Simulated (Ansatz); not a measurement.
C$_{4}$H$_{5}$F$_{3}$, SMILES `C/C=C/C(F)(F)F`. The species carries charge 0 and has multiplicity 1.

Cartesian coordinates in Å:
```
C 0.3677 0.1285 1.9306
C -0.0997 -0.3096 0.5901
C 0.1292 0.3448 -0.5379
C -0.3518 -0.1180 -1.8673
F -1.1529 0.7964 -2.4409
F 0.6726 -0.3105 -2.7160
F -1.0383 -1.2641 -1.8103
H 0.9287 1.0626 1.8811
H 1.0048 -0.6367 2.3840
H -0.4813 0.2676 2.6065
H -0.6689 -1.2344 0.5456
H 0.6900 1.2735 -0.5654
```

Problem. What are the harmonic wavenumbers in cm⁻¹ at PBE0-D4/def2-TZVP (Ansatz, finite differences of forces, unscaled)? (Best estimate.)

Solution. The calculation gave: 75, 162, 189, 207, 370, 405, 407, 555, 569, 690, 826, 865, 967, 999, 1074, 1106, 1164, 1193, 1297, 1335, 1351, 1406, 1469, 1479, 1771, 3046, 3103, 3139, 3179, 3196.

Problem. Is this a minimum?

Solution. Yes, all 30 modes are real.

Problem. Give the ideal-gas thermochemistry at 298.15 K and 1 bar (rigid rotor, harmonic oscillator; point group Cs, symmetry number 1).

Solution. Zero-point energy 224.9 kJ/mol; H(298) − E = 246.1 kJ/mol; entropy 350.7 J/(mol·K), of which translation 167.5, rotation 116.1, vibration 67.2; G(298) − E = 141.5 kJ/mol. Modes under 100 cm⁻¹ are hindered rotations or soft bends, so the harmonic entropy is rough.

Problem. And at 400, 500, 600, 800 and 1000 K?

Solution. 
```tsv
T (K)	H − E (kJ/mol)	S (J/mol/K)	G − E (kJ/mol)
400	258.8	387.2	103.9
500	273.6	420.2	63.5
600	290.4	450.7	20.0
800	328.4	505.2	-75.8
1000	370.8	552.4	-181.6
```
